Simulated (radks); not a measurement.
Charge is removed step by step from the 3s level of neutral potassium, starting from [Ar] 4s1. All-electron calculation, scalar-relativistic Kohn-Sham, PBE, spin-unpolarised, spherical densities, point nucleus. Program: a radial shooting solver on a logarithmic mesh with Libxc functionals.

removed (e)  E - E(0) (eV)  eigenvalue (eV)  E minus straight line (eV)
0                    0.000          -35.343                       0.000
0.1                  3.597          -36.607                      -0.602
0.2                  7.322          -37.898                      -1.077
0.3                 11.177          -39.214                      -1.422
0.4                 15.164          -40.553                      -1.633
0.5                 19.287          -41.913                      -1.710
0.6                 23.547          -43.294                      -1.649
0.7                 27.946          -44.693                      -1.450
0.8                 32.486          -46.110                      -1.110
0.9                 37.168          -47.544                      -0.627
1                   41.994          -48.994                       0.000

Removing the whole electron costs 41.994 eV by Delta-SCF, against 35.343 eV from minus the eigenvalue at the starting occupation. Slater's transition state (half an electron removed) gives 41.913 eV. Integrating minus the eigenvalue over the occupation (Janak's theorem) gives 41.997 eV. In this scalar-relativistic scheme the density is built from large components alone, so the theorem holds only approximately. The mean slope of the eigenvalue, de/dn, is 13.7 eV per electron.
